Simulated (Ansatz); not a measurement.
trisilane anion (H₈Si₃), SMILES [SiH3][SiH2][SiH3] (connectivity only; charge and spin as stated), charge -1, multiplicity 2.

The structure is a stationary point at B3LYP-D3(BJ)/def2-SVPD. The multiplicity is an assumed one; no other spin state was optimised.

Two levels are set side by side: PBE/def2-SVPD (Ansatz, a program for electronic structure) and CAM-B3LYP/def2-SVPD (Ansatz). Energy differences of separate SCF runs at the same geometry; the states with an electron removed or added have multiplicity 1. Differences are taken from unrounded values.

```
quantity                         CAM-B3LYP
-------------------------------  ---------
vertical ionisation energy (eV)       0.92
```

### Question
What does PBE give, and how far is it from CAM-B3LYP? (The exact figures need the calculation; the answer reports its results.)

### Answer

| quantity | PBE | PBE minus CAM-B3LYP |
|---|---|---|
| vertical ionisation energy (eV) | 1.01 | 0.09 |
